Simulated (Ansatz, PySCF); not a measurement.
Dimer: N2 (SMILES N#N) (first 2 atoms) with GeH4 (SMILES [GeH4]); geometry from B3LYP-D3(BJ)/def2-TZVP, rigid monomers moved along the line of their centres of mass till N2···Ge3 is 5.04 Å.
(charge 0, multiplicity 1):
| atom | x (Å) | y (Å) | z (Å) |
|---|---|---|---|
| N | -0.2136 | -0.0766 | -1.1125 |
| N | -0.5000 | 0.3781 | -0.1633 |
| Ge | 0.3200 | -0.1341 | 4.7826 |
| H | 0.6981 | -0.4556 | 6.2369 |
| H | -0.3609 | -1.3573 | 4.1512 |
| H | 1.5899 | 0.2086 | 3.9901 |
| H | -0.6421 | 1.0615 | 4.7548 |

Monomers are frozen at their geometry in the pair; levels with a basis set take the counterpoise correction.

Correlated levels freeze the cores. Filled d and f shells under p-block atoms count as core. CBS(a, b) extrapolates the correlation energy as X⁻³ and adds the Hartree–Fock energy of set b.

Run with Ansatz (Gaussian basis) for Hartree–Fock, density functionals and correlated methods; PySCF for the dispersion terms. 

PBE/def2-TZVPPD gives -3.2 meV for the interaction energy.

Question: How do the other levels lie against it? Give each less PBE: PBE-D3(BJ)/def2-TZVPPD, r2SCAN/def2-TZVPPD, B3LYP/def2-TZVPPD, wB97M-V/def2-TZVPPD, MP2/CBS(aug-cc-pVDZ, aug-cc-pVTZ), CCSD(T)/CBS(aug-cc-pVDZ, aug-cc-pVTZ).

Answer: PBE-D3(BJ)/def2-TZVPPD -5.7; r2SCAN/def2-TZVPPD 0.9; B3LYP/def2-TZVPPD 4.9; wB97M-V/def2-TZVPPD -3.7; MP2/CBS(aug-cc-pVDZ, aug-cc-pVTZ) -4.0; CCSD(T)/CBS(aug-cc-pVDZ, aug-cc-pVTZ) -3.4 meV. 2 of 6 lie above PBE; the widest gap is to PBE-D3(BJ)/def2-TZVPPD.

Ansatz is a first-principles code.
